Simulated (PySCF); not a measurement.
Al(Cl)(Br)(NH2) (AlBrClH₂N), SMILES [NH2][Al]([Cl])[Br].

Geometry: PBE0-D3(BJ)/def2-SVP. The structure was generated by enumeration; whether it is a known compound was not checked. The values are those of a single conformer.

These are PBE0-D3(BJ)/def2-SVP in PySCF 2.14.0 values and carry that method's errors.

Frequencies are harmonic and unscaled.

```
mode  ν (cm⁻¹)  IR (km/mol)  moving atoms (share of kinetic energy)
----  --------  -----------  --------------------------------------
1          128          5.5       Cl 47 %, Br 23 %, Al 19 %, N 10 %
2          161          2.1        N 46 %, H 25 %, Cl 13 %, Br 13 %
3          210         23.0                         Al 74 %, N 13 %
4          361          0.5                                 H 100 %
5          363         21.4       Al 29 %, Br 27 %, Cl 23 %, N 17 %
6          417        183.8                          H 81 %, N 19 %
7          553         52.8                Al 45 %, Cl 28 %, H 18 %
8          691        205.8                 H 59 %, Al 22 %, N 16 %
9          877        109.8                 N 47 %, Al 43 %, H 10 %
10        1518         56.1                          H 89 %, N 11 %
11        3622         51.8                                  H 96 %
12        3719         48.6                           H 91 %, N 9 %
```
